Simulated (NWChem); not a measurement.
Molecule: 1,3,5-triazine (C3H3N3); SMILES c1ncncn1

```xyz
9

C      0.9126     0.9126     0.0000
N      1.3184    -0.3533     0.0000
C      0.3340    -1.2466     0.0000
N     -0.9652    -0.9652     0.0000
C     -1.2466     0.3340     0.0000
N     -0.3533     1.3184     0.0000
H      1.6885     1.6885     0.0000
H      0.6180    -2.3066     0.0000
H     -2.3066     0.6180     0.0000
```
Atoms are numbered in this order, from 1.

Program: NWChem. Pople sets run with spherical d functions. Structure relaxed at the PBE0/def2-SVP level. Total energies compare along this basis series because the functional is fixed.

```json
[
 {"level": "B3LYP/STO-3G", "basis functions": "33", "energy (Ha)": "-276.7229", "highest occupied level (eV)": "-5.30", "orbital gap (eV)": "5.78"},
 {"level": "B3LYP/3-21G", "basis functions": "60", "energy (Ha)": "-278.7849", "highest occupied level (eV)": "-7.29", "orbital gap (eV)": "5.76"},
 {"level": "B3LYP/6-31G*", "basis functions": "90", "energy (Ha)": "-280.3578", "highest occupied level (eV)": "-7.54", "orbital gap (eV)": "6.02"},
 {"level": "B3LYP/6-31+G*", "basis functions": "114", "energy (Ha)": "-280.3703", "highest occupied level (eV)": "-7.90", "orbital gap (eV)": "5.99"},
 {"level": "B3LYP/def2-SVP", "basis functions": "99", "energy (Ha)": "-280.1542", "highest occupied level (eV)": "-7.65", "orbital gap (eV)": "5.93"},
 {"level": "B3LYP/def2-SVPD", "basis functions": "144", "energy (Ha)": "-280.1738", "highest occupied level (eV)": "-7.89", "orbital gap (eV)": "5.94"},
 {"level": "B3LYP/def2-TZVP", "basis functions": "204", "energy (Ha)": "-280.4707", "highest occupied level (eV)": "-7.84", "orbital gap (eV)": "5.98"},
 {"level": "B3LYP/6-311++G**", "basis functions": "153", "energy (Ha)": "-280.4389", "highest occupied level (eV)": "-7.92", "orbital gap (eV)": "5.95"},
 {"level": "B3LYP/aug-cc-pVTZ", "basis functions": "345", "energy (Ha)": "-280.4659", "highest occupied level (eV)": "-7.88", "orbital gap (eV)": "5.96"}
]
```
